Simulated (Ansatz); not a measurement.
`O=C=[N][Ge]([F])([Cl])[Cl]` + HCl → `[F][Ge]([Cl])([Cl])[Cl]` + `N=C=O`  (ligand exchange at a Ge–N bond)

Computed with Ansatz on PBE0-D4/def2-TZVP structures; ΔE is electronic, products minus reactants. CBS: MP2 limit from def2 TZ/QZ plus the TZ coupled-cluster correction, frozen cores. This one scheme is used for every species. For Ge outer-core shells are correlated without core-valence functions, which leaves a few kJ/mol of doubt a bond. Scalar relativity is left out up to krypton. One conformer a species, not always the lowest.

```tsv
species	HF/def2-SVP energy (Eh)
`O=C=[N][Ge]([F])([Cl])[Cl]`	-3260.38422
HCl	-459.93826
`[F][Ge]([Cl])([Cl])[Cl]`	-3552.69536
`N=C=O`	-167.63243
```

(1) Work out ΔE.

Largest T1 diagnostic among the species: 0.018.

## Answers

(1) ΔE = (-3552.69536) + (-167.63243) − (-3260.38422) − (-459.93826) = -0.00531 Eh = -0.14 eV. CCSD(T)/CBS gives -0.21 eV.

Leaving LDA and LC-ωPBE aside and taking each functional with its dispersion term where it has one, the values, not all of them listed here, spread over 0.11 eV, from PBE-D4 to PBE-QIDH. LDA lies +0.03 eV from PBE without D4. At CCSD(T), def2-SVP lies +0.05 eV from the extrapolated value and def2-TZVPP +0.05 eV. From PBE to PBE0 (25 % exact exchange), in def2-TZVPP and without D4, ΔE moves by +0.05 eV.
